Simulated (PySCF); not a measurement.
## Electron correlation in Mo⁺ (molybdenum, charge +1)

[Kr] 4d4 5s1, high-spin 6D determinant (an excited configuration). Calculation: PySCF 2.14, in def2-QZVPPD with the def2 core potential (28 electrons); a scalar-relativistic core potential. Frozen: 4s2 4p6; 5 electrons correlated.

MP2 pair energies summed by pair of shells (mhartree):

| pair | energy | share (%) |
| --- | --- | --- |
| 4d-4d | -36.77 | 68.3 |
| 4d-5s | -17.10 | 31.7 |

Total MP2 correlation energy: -53.87 mhartree.

Same-spin part -53.87 and opposite-spin part 0.00 mhartree; SCS-MP2 scales them by 1/3 and 6/5 to -17.96 mhartree.
